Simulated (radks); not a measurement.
Results of a calculation; reference values are marked as such.
Charge is removed step by step from the 2s level of Si, starting from [Ne] 3s2 3p2. Code: a radial shooting solver on a logarithmic mesh with Libxc functionals. Model: scalar-relativistic Kohn-Sham, PBE, spin-unpolarised, spherical densities, point nucleus.

removed (e)  E - E(0) (eV)  eigenvalue (eV)  E minus straight line (eV)
0                    0.000          -139.50                       0.000
0.1                 14.079          -142.11                      -1.225
0.2                 28.420          -144.75                      -2.188
0.3                 43.028          -147.44                      -2.884
0.4                 57.906          -150.16                      -3.310
0.5                 73.058          -152.91                      -3.463
0.6                 88.487          -155.70                      -3.338
0.7                 104.20          -158.52                      -2.932
0.8                 120.19          -161.38                      -2.243
0.9                 136.47          -164.26                      -1.266
1                   153.04          -167.17                       0.000

Removing the whole electron costs 153.04 eV by Delta-SCF, against 139.50 eV from minus the eigenvalue at the starting occupation. Slater's transition state (half an electron removed) gives 152.91 eV. Integrating minus the eigenvalue over the occupation (Janak's theorem) gives 153.05 eV. In this scalar-relativistic scheme the density is built from large components alone, so the theorem holds only approximately. The mean slope of the eigenvalue, de/dn, is 27.7 eV per electron.
